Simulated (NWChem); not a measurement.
CdSiH4; SMILES [SiH3][CdH]

def2 effective core potentials on Cd; no spin-orbit coupling.

Give the equilibrium geometry at PBE0/def2-SVP with def2 effective core potentials on Cd (NWChem) as a list of bonds and angles, with the point group.

point group C3v; any orientation.
Bonded distances (Å): Cd1–H2 1.694, Cd1–Si3 2.519, Si3–H4 1.500, Si3–H5 1.500, Si3–H6 1.500. Angles (°): H2–Cd1–Si3 180.0, Cd1–Si3–H4 112.0, Cd1–Si3–H5 112.0, Cd1–Si3–H6 112.0, H4–Si3–H5 106.8, H4–Si3–H6 106.8, H5–Si3–H6 106.8.
